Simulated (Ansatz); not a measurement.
`[CH3][In]([Cl])[SeH]` + HCl → `[Cl][In]([Cl])[SeH]` + CH₄  (ligand exchange at the In–C bond)

Computed with Ansatz on PBE0-D4/def2-TZVP structures; ΔE is electronic, products minus reactants. CCSD(T)/CBS adds triple-zeta CCSD(T) − MP2 to the extrapolated MP2 energy (def2 sets, frozen cores). This one scheme is used for every species. Functionals use def2-TZVPP. Elements past krypton have def2 core potentials. For In, Se outer-core shells are correlated without core-valence functions, which leaves a few kJ/mol of doubt a bond. Scalar relativity is left out up to krypton. One conformer a species, not always the lowest.

| level | ΔE (kcal/mol) |
| --- | --- |
| ωB97M-V | -29.6 |
| RPA@PBE/def2-TZVPP | -27.1 |

**Question.** What does CCSD(T)/CBS give? (An estimate is asked.)

**Answer.** Ansatz gave: -29.0 kcal/mol. The listed levels differ from it by -0.6, 1.9 kcal/mol.

**Question.** What do rigid-rotor, harmonic-oscillator terms from PBE0-D4/def2-TZVP frequencies (298.15 K, 1 bar) make of the CCSD(T)/CBS value? (An estimate is asked.)

**Answer.** Computed: ΔZPE = +2.1 kcal/mol, ΔH = -27.1 kcal/mol, ΔS = -20 J/(mol·K), ΔG = -25.7 kcal/mol. Modes under 50 cm⁻¹ make the entropy rough.

Largest T1 diagnostic among the species: 0.012.

From BLYP to BHLYP (50 % exact exchange), in def2-TZVPP and without D4, ΔE moves by −2.1 kcal/mol. At CCSD(T), def2-SVP lies −2.9 kcal/mol from the extrapolated value and def2-TZVPP +0.9 kcal/mol.
